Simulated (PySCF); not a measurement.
PySCF input (CCSD(T)/cc-pVDZ):

```python
from pyscf import gto, scf, mp, cc as ccmod

mol = gto.M(
    atom='''
    Al    0.51373138   -0.10586590    0.27596507
    C    -0.06661567    1.32950840   -0.95262906
    H    -0.92803417    1.84076126   -0.51366780
    H    -0.38376505    0.87718242   -1.89651772
    H     0.71765315    2.05903835   -1.15229376
    F    -0.63162976   -1.26419730    0.63230086
    ''',
    basis='cc-pvdz',
    charge=0,
    spin=1,
    verbose=4,
)

mf = scf.UHF(mol)
mf.conv_tol = 1e-10
mf.max_cycle = 100
mf.kernel()
mo, _, stable, _ = mf.stability(return_status=True)
if not stable:
    mf.kernel(mf.make_rdm1(mo, mf.mo_occ))
mp2 = mp.MP2(mf, frozen=7).run()
cc = ccmod.CCSD(mf, frozen=7)
cc.max_cycle = 100
cc.kernel()
et = cc.ccsd_t()
print(f'E(CCSD(T)) = {cc.e_tot + et:.9f}')
```

Output:

```
PySCF version 2.14.0

[INPUT] verbose = 4
[INPUT] num. atoms = 6
[INPUT] num. electrons = 31
[INPUT] charge = 0
[INPUT] spin (= nelec alpha-beta = 2S) = 1
[INPUT] symmetry False subgroup None
[INPUT] Mole.unit = angstrom
[INPUT] Symbol           X                Y                Z      unit          X                Y                Z       unit  Magmom
[INPUT]  1 Al     0.513731380000  -0.105865900000   0.275965070000 AA    0.970811609795  -0.200057556931   0.521498402246 Bohr   0.0
[INPUT]  2 C     -0.066615670000   1.329508400000  -0.952629060000 AA   -0.125885371904   2.512406756309  -1.800208021702 Bohr   0.0
[INPUT]  3 H     -0.928034170000   1.840761260000  -0.513667800000 AA   -1.753730415538   3.478534642109  -0.970691461008 Bohr   0.0
[INPUT]  4 H     -0.383765050000   0.877182420000  -1.896517720000 AA   -0.725210840680   1.657634535083  -3.583899081185 Bohr   0.0
[INPUT]  5 H      0.717653150000   2.059038350000  -1.152293760000 AA    1.356167905931   3.891018561476  -2.177519621445 Bohr   0.0
[INPUT]  6 F     -0.631629760000  -1.264197300000   0.632300860000 AA   -1.193607258525  -2.388986664415   1.194875453727 Bohr   0.0

nuclear repulsion = 88.9694398335886
number of shells = 24
number of NR pGTOs = 114
number of NR cGTOs = 61
basis = cc-pvdz
ecp = {}

******** <class 'pyscf.scf.uhf.UHF'> ********
method = UHF
initial guess = minao
damping factor = 0
level_shift factor = 0
DIIS = <class 'pyscf.scf.diis.CDIIS'>
diis_start_cycle = 1
diis_space = 8
diis_damp = 0
SCF conv_tol = 1e-10
SCF conv_tol_grad = None
SCF max_cycles = 100
direct_scf = True
direct_scf_tol = 1e-13
number electrons alpha = 16  beta = 15
Set gradient conv threshold to 1e-05
init E= -380.910589951538
  alpha nocc = 16  HOMO = -0.118231815434383  LUMO = 0.0346068238421573
  beta  nocc = 15  HOMO = -0.396824683692534  LUMO = -0.118231815434383

WARN: HOMO -0.118231815434383 >= LUMO -0.118231815434383

cycle= 1 E= -380.935146464783  delta_E= -0.0246  |g|= 0.39  |ddm|= 1.41
  alpha nocc = 16  HOMO = -0.291575020059638  LUMO = 0.0720922188149729
  beta  nocc = 15  HOMO = -0.417230891488953  LUMO = 0.00259839215776303
  HOMO = -0.29157502006  LUMO = 0.00259839215776  gap/eV = 8.00487
cycle= 2 E= -380.992179033406  delta_E= -0.057  |g|= 0.268  |ddm|= 0.487
  alpha nocc = 16  HOMO = -0.297145007665375  LUMO = 0.0774367429470457
  beta  nocc = 15  HOMO = -0.421519868810141  LUMO = 0.0199491887789804
  HOMO = -0.297145007665  LUMO = 0.019949188779  gap/eV = 8.62857
cycle= 3 E= -381.017176249325  delta_E= -0.025  |g|= 0.0372  |ddm|= 0.163
  alpha nocc = 16  HOMO = -0.306986358350517  LUMO = 0.0816554798783802
  beta  nocc = 15  HOMO = -0.42434224587945  LUMO = 0.0373203645910438
  HOMO = -0.306986358351  LUMO = 0.037320364591  gap/eV = 9.36906
cycle= 4 E= -381.020528373335  delta_E= -0.00335  |g|= 0.0134  |ddm|= 0.125
  alpha nocc = 16  HOMO = -0.310401812838758  LUMO = 0.0808360637070891
  beta  nocc = 15  HOMO = -0.428716873851592  LUMO = 0.0386847387753058
  HOMO = -0.310401812839  LUMO = 0.0386847387753  gap/eV = 9.49913
cycle= 5 E= -381.021138765948  delta_E= -0.00061  |g|= 0.00669  |ddm|= 0.0511
  alpha nocc = 16  HOMO = -0.311115645762699  LUMO = 0.0810167894396594
  beta  nocc = 15  HOMO = -0.430342767079445  LUMO = 0.0393874422676266
  HOMO = -0.311115645763  LUMO = 0.0393874422676  gap/eV = 9.53767
cycle= 6 E= -381.021299630365  delta_E= -0.000161  |g|= 0.00334  |ddm|= 0.0251
  alpha nocc = 16  HOMO = -0.311341193198992  LUMO = 0.0811262219081703
  beta  nocc = 15  HOMO = -0.431988899519946  LUMO = 0.0390954759371969
  HOMO = -0.311341193199  LUMO = 0.0390954759372  gap/eV = 9.53587
cycle= 7 E= -381.021338403601  delta_E= -3.88e-05  |g|= 0.00144  |ddm|= 0.0127
  alpha nocc = 16  HOMO = -0.311170042578622  LUMO = 0.0812777038378174
  beta  nocc = 15  HOMO = -0.432006451693941  LUMO = 0.0390429445630751
  HOMO = -0.311170042579  LUMO = 0.0390429445631  gap/eV = 9.52978
cycle= 8 E= -381.021343791616  delta_E= -5.39e-06  |g|= 0.000513  |ddm|= 0.00506
  alpha nocc = 16  HOMO = -0.311091748122768  LUMO = 0.081306144808817
  beta  nocc = 15  HOMO = -0.432135293451693  LUMO = 0.0389431043286379
  HOMO = -0.311091748123  LUMO = 0.0389431043286  gap/eV = 9.52493
cycle= 9 E= -381.02134435158  delta_E= -5.6e-07  |g|= 0.000205  |ddm|= 0.00141
  alpha nocc = 16  HOMO = -0.311106479102733  LUMO = 0.0813094522075675
  beta  nocc = 15  HOMO = -0.432194547977995  LUMO = 0.0389412572856891
  HOMO = -0.311106479103  LUMO = 0.0389412572857  gap/eV = 9.52528
cycle= 10 E= -381.021344450369  delta_E= -9.88e-08  |g|= 8.64e-05  |ddm|= 0.000599
  alpha nocc = 16  HOMO = -0.311099104522902  LUMO = 0.0813143243381278
  beta  nocc = 15  HOMO = -0.432205886694519  LUMO = 0.0389514954592238
  HOMO = -0.311099104523  LUMO = 0.0389514954592  gap/eV = 9.52536
cycle= 11 E= -381.021344469051  delta_E= -1.87e-08  |g|= 2.25e-05  |ddm|= 0.000308
  alpha nocc = 16  HOMO = -0.311102359747464  LUMO = 0.0813120274572663
  beta  nocc = 15  HOMO = -0.432210446500209  LUMO = 0.0389504572295207
  HOMO = -0.311102359747  LUMO = 0.0389504572295  gap/eV = 9.52542
cycle= 12 E= -381.021344470018  delta_E= -9.68e-10  |g|= 9.45e-06  |ddm|= 6.22e-05
  alpha nocc = 16  HOMO = -0.311101346074841  LUMO = 0.0813121253309639
  beta  nocc = 15  HOMO = -0.432209262626163  LUMO = 0.0389501980100686
  HOMO = -0.311101346075  LUMO = 0.0389501980101  gap/eV = 9.52539
cycle= 13 E= -381.021344470153  delta_E= -1.35e-10  |g|= 4.04e-06  |ddm|= 2.1e-05
  alpha nocc = 16  HOMO = -0.31110161165632  LUMO = 0.0813120724194309
  beta  nocc = 15  HOMO = -0.432209138467159  LUMO = 0.0389501728083603
  HOMO = -0.311101611656  LUMO = 0.0389501728084  gap/eV = 9.52539
cycle= 14 E= -381.021344470175  delta_E= -2.26e-11  |g|= 1.25e-06  |ddm|= 7.71e-06
  alpha nocc = 16  HOMO = -0.311101718388814  LUMO = 0.0813120155503375
  beta  nocc = 15  HOMO = -0.432209162196509  LUMO = 0.0389501016337999
  HOMO = -0.311101718389  LUMO = 0.0389501016338  gap/eV = 9.52540
Extra cycle  E= -381.021344470176  delta_E= -7.96e-13  |g|= 7.29e-07  |ddm|= 1.92e-06
converged SCF energy = -381.021344470176  <S^2> = 0.75703773  2S+1 = 2.0070254
uhf_internal: lowest eigs of H = [0.20807041 0.33990511 0.41126752]
<class 'pyscf.scf.uhf.UHF'> wavefunction is stable in the internal stability analysis

******** <class 'pyscf.mp.ump2.UMP2'> ********
nocc = (np.int64(9), np.int64(8)), nmo = (54, 54)
frozen orbitals 7
E(UMP2) = -381.401832059097  E_corr = -0.380487588920276
E(SCS-UMP2) = -381.396007606546  E_corr = -0.374663136370218
E_corr(same-spin) = -0.0945253503855155
E_corr(oppo-spin) = -0.285962238534761

******** <class 'pyscf.cc.uccsd.UCCSD'> ********
CC2 = 0
CCSD nocc = (np.int64(9), np.int64(8)), nmo = (54, 54)
frozen orbitals 7
max_cycle = 100
direct = 0
conv_tol = 1e-07
conv_tol_normt = 1e-06
diis_space = 6
diis_start_cycle = 0
diis_start_energy_diff = 1e+09
Init t2, MP2 energy = -0.38048759484709
Init E_corr(UCCSD) = -0.380487594847602
cycle = 1  E_corr(UCCSD) = -0.39216136530333  dE = -0.0116737705  norm(t1,t2) = 0.0804466
cycle = 2  E_corr(UCCSD) = -0.40162629591366  dE = -0.00946493061  norm(t1,t2) = 0.0266562
cycle = 3  E_corr(UCCSD) = -0.402379193156572  dE = -0.000752897243  norm(t1,t2) = 0.0171043
cycle = 4  E_corr(UCCSD) = -0.404622333841353  dE = -0.00224314068  norm(t1,t2) = 0.00828011
cycle = 5  E_corr(UCCSD) = -0.404538523359479  dE = 8.38104819e-05  norm(t1,t2) = 0.00268757
cycle = 6  E_corr(UCCSD) = -0.404419462484454  dE = 0.000119060875  norm(t1,t2) = 0.00128835
cycle = 7  E_corr(UCCSD) = -0.404449799825292  dE = -3.03373408e-05  norm(t1,t2) = 0.000488315
cycle = 8  E_corr(UCCSD) = -0.404458844791355  dE = -9.04496606e-06  norm(t1,t2) = 0.000172764
cycle = 9  E_corr(UCCSD) = -0.404460148054697  dE = -1.30326334e-06  norm(t1,t2) = 7.09503e-05
cycle = 10  E_corr(UCCSD) = -0.404459084603885  dE = 1.06345081e-06  norm(t1,t2) = 2.81159e-05
cycle = 11  E_corr(UCCSD) = -0.404458714598755  dE = 3.70005129e-07  norm(t1,t2) = 8.72024e-06
cycle = 12  E_corr(UCCSD) = -0.404458565201198  dE = 1.49397557e-07  norm(t1,t2) = 4.29299e-06
cycle = 13  E_corr(UCCSD) = -0.40445849851336  dE = 6.6687838e-08  norm(t1,t2) = 1.71449e-06
cycle = 14  E_corr(UCCSD) = -0.404458478448455  dE = 2.00649057e-08  norm(t1,t2) = 7.41922e-07
UCCSD converged
E(UCCSD) = -381.4258029486247  E_corr = -0.4044584784484545
UCCSD(T) correction = -0.00863855295463823
E(CCSD(T)) = -381.434441502
```

It need not be the lowest isomer of its formula.
